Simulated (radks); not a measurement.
All-electron atom: H in 2s1 (not the ground configuration).

Method: Dirac Kohn-Sham, LDA (Slater exchange, Perdew-Wang correlation), spin-unpolarised, spherical densities, point nucleus; computed with a radial shooting solver on a logarithmic mesh with Libxc functionals.

Energy parts (Ry):
total: -0.24840
kinetic: 0.23335
electron-nucleus: -0.48362
Hartree: 0.14956
exchange-correlation: -0.14769

Orbitals (lengths in bohr, moments of r in powers of bohr; r(90%) holds 90 % of the orbital's charge):
| orbital | occ. | eigenvalue (Ry) | r(90%) | <r^4> | <1/r> | small-component weight |
|---|---|---|---|---|---|---|
| 1s1/2 | 0 | -0.88122 | 2.52 | 18.98 | 1.076 | 1.54e-05 |
| 2s1/2 | 1 | -0.14306 | 9.10 | 2868 | 0.2418 | 3.11e-06 |
| 2p1/2 | 0 | -0.12111 | 8.78 | 2447 | 0.2203 | 2.59e-06 |
| 2p3/2 | 0 | -0.12111 | 8.78 | 2447 | 0.2203 | 2.59e-06 |

The highest occupied level is 2s1/2 at -1.946 eV. The configuration is held as typed, so some empty levels lie below it. Summed over all electrons, <r^2> = 42.13 bohr^2, which gives a Langevin (diamagnetic) susceptibility term of -33.4 x 10^-6 cm^3/mol.
